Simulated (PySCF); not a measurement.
Compound: trans-Zr(H2O)2Br4 (singlet state).
Bonds: Zr1–O2, Zr1–O5, Zr1–Br8, Zr1–Br9, Zr1–Br10, Zr1–Br11. Hydrogens: H3, H4 on O2; H6, H7 on O5.

Computed with TDDFT CAM-B3LYP/def2-SVPD, vertical, gas phase, core orbitals frozen in the response, def2 core potentials past Kr in PySCF. Isolated species at its PBE0-D3(BJ)/def2-SVP geometry, gas phase. Spin–orbit coupling is left out. Note that the optimisation stopped short of convergence; the values belong to its last geometry.

Q: List the vertical singlet excitations with oscillator strengths and describe the spectrum.

A: 

| state | E (eV) | ν̃ (cm⁻¹) | f | \|μ\| (D) | main configurations (H = HOMO, L = LUMO) |
| --- | --- | --- | --- | --- | --- |
| S1 | 4.26 | 34360 | 0.0040 | 0.50 | H→L+1 (68%), H→L (30%) |
| S2 | 4.28 | 34480 | 0.0041 | 0.50 | H→L+2 (95%) |
| S3 | 4.42 | 35690 | 0.011 | 0.81 | H→L (61%), H→L+1 (29%) |
| S4 | 4.52 | 36430 | 0.0009 | 0.22 | H-1→L+1 (35%), H-1→L (34%), H-2→L+2 (14%) |
| S5 | 4.55 | 36720 | 0.0003 | 0.14 | H-1→L+2 (55%), H-2→L+2 (15%), H-2→L (15%) |
| S6 | 4.60 | 37080 | 0.022 | 1.11 | H-1→L (54%), H-1→L+1 (15%), H-2→L+2 (9%) |
| S7 | 4.61 | 37190 | 0.0079 | 0.67 | H-1→L+1 (37%), H-2→L+2 (32%), H-2→L (23%) |
| S8 | 4.63 | 37320 | 0.019 | 1.05 | H-2→L+1 (54%), H-2→L (19%), H-2→L+2 (10%) |
| S9 | 4.65 | 37520 | 0.012 | 0.81 | H-1→L+2 (37%), H-2→L+1 (21%), H-2→L (16%) |
| S10 | 4.88 | 39350 | 0.0002 | 0.11 | H-3→L (67%), H-3→L+1 (26%) |

Triplets (Tamm–Dancoff): T1 4.01 eV, H→L (72%), H→L+1 (21%); T2 4.14 eV, H→L+1 (64%), H→L (19%); T3 4.16 eV, H→L+2 (80%); T4 4.40 eV, H-1→L (67%), H→L+2 (13%), H-1→L+1 (11%).

The lowest singlet comes at 291 nm (411 kJ/mol) in the ultraviolet; it is very weak; its leading configuration is HOMO→LUMO+1 (68%). The most intense listed level is S6 at 4.60 eV (270 nm, f = 0.022), 0.34 eV above S1. For S1 the Löwdin share of zirconium is at most 2% in HOMO and 69% in LUMO+1 (ligand-to-metal charge transfer by this measure); for S6 the Löwdin share of zirconium is at most 5% in HOMO-1 and 70% in LUMO (ligand-to-metal charge transfer by this measure). The listed states span 0.62 eV, and the widest gap between neighbours is 0.23 eV (S9 to S10). Of the 10 states listed, 4 reach f = 0.01 and 2 stay under 0.0005. Orbital energies (eV): HOMO-3 -9.61, HOMO-2 -9.27, HOMO-1 -9.24, HOMO -8.88, LUMO -1.45, LUMO+1 -1.43, LUMO+2 -1.42. The vertical ionisation energy (ΔSCF) is 9.62 eV, 4.74 eV above S10. Only the lowest 10 singlets were computed, as vertical energies without vibronic structure.
